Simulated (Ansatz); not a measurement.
Diatomic TaGa, multiplicity 5 (lowest of 2S+1 = 1, 3, 5, 7 at PBE0/def2-TZVPP; our sources give no spin for the ground state, which may be another). No spin–orbit coupling. Ga is treated without relativity.

Seven points along R, fitted to fifth degree in 1/R; most abundant isotopes. In def2 and cc sets the state is the lowest found near the PBE0 minimum, followed along R.

Codes used: Ansatz (Gaussian basis) for Hartree–Fock, density functionals and correlated methods.  In def2 rows elements past Kr take small-core potentials, without spin–orbit coupling.

What bond length and harmonic frequency does PBE0/def2-TZVPP give?

r_e = 2.630 Å, ω_e = 194 cm⁻¹.

What bond length and harmonic frequency does BHLYP/def2-TZVPP give?

r_e = 2.639 Å, ω_e = 190 cm⁻¹.

What bond length and harmonic frequency does wB97X-V/def2-TZVPP give?

r_e = 2.614 Å, ω_e = 197 cm⁻¹.

Ansatz is a quantum-chemistry and plane-wave program.
